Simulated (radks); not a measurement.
Values are calculated unless marked as measured or tabulated.
Charge is removed step by step from the 3d5/2 level of Rb2+, starting from [Ar] 3d(3/2: 4, 5/2: 6) 4s2 4p5. Code: a radial shooting solver on a logarithmic mesh with Libxc functionals. Model: Dirac Kohn-Sham, PBEsol, spin-unpolarised, spherical densities, point nucleus; open shells fill j = l - 1/2 first.

| removed (e) | E - E(0) (eV) | eigenvalue (eV) | E minus straight line (eV) |
|---|---|---|---|
| 0 | 0.000 | -123.17 | 0.000 |
| 0.125 | 15.627 | -126.87 | -1.662 |
| 0.25 | 31.719 | -130.61 | -2.859 |
| 0.375 | 48.281 | -134.39 | -3.586 |
| 0.5 | 65.318 | -138.21 | -3.838 |
| 0.625 | 82.835 | -142.07 | -3.610 |
| 0.75 | 100.84 | -145.96 | -2.898 |
| 0.875 | 119.33 | -149.90 | -1.696 |
| 1 | 138.31 | -153.87 | 0.000 |

Removing the whole electron costs 138.31 eV by Delta-SCF, against 123.17 eV from minus the eigenvalue at the starting occupation. Slater's transition state (half an electron removed) gives 138.21 eV. Integrating minus the eigenvalue over the occupation (Janak's theorem) gives 138.31 eV. The mean slope of the eigenvalue, de/dn, is 30.7 eV per electron.
